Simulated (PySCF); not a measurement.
## Working out the ionisation energy of W⁺

W⁺ [Xe] 4f14 5d4 6s1 (6D) → W²⁺ [Xe] 4f14 5d4 (5D). All numbers are calculated (PySCF 2.14, scalar relativity through the core potential, in aug-cc-pVTZ-PP with ECP60MDF). Frozen: 5s2 5p6. Energies in hartree (1 hartree = 27.21139 eV):

```json
{"part": "UHF", "W⁺ (lower)": "-66.464537", "W²⁺ (upper)": "-65.913471"}
{"part": "CCSD correlation", "W⁺ (lower)": "-0.057207", "W²⁺ (upper)": "-0.036610"}
{"part": "(T)", "W⁺ (lower)": "-0.001115", "W²⁺ (upper)": "-0.000376"}
```

Task: What does Hartree-Fock give?

Result: (-65.913471) − (-66.464537) = 0.551066 hartree = 14.995 eV.

Task: What do CCSD and CCSD(T) give?

Result: The CCSD correlation energies differ by 0.020597 hartree = 0.560 eV and the triples by 0.000739 hartree = 0.020 eV, so CCSD gives 15.555 eV and CCSD(T) 15.575 eV.

Reference: 16.37 ± 0.15 eV (semi-empirical (NIST evaluation); NIST Atomic Spectra Database, ionization energies), between the lowest levels; spin-orbit coupling is absent from the calculation.

What remains against the reference includes basis incompleteness, the frozen core and higher excitations.
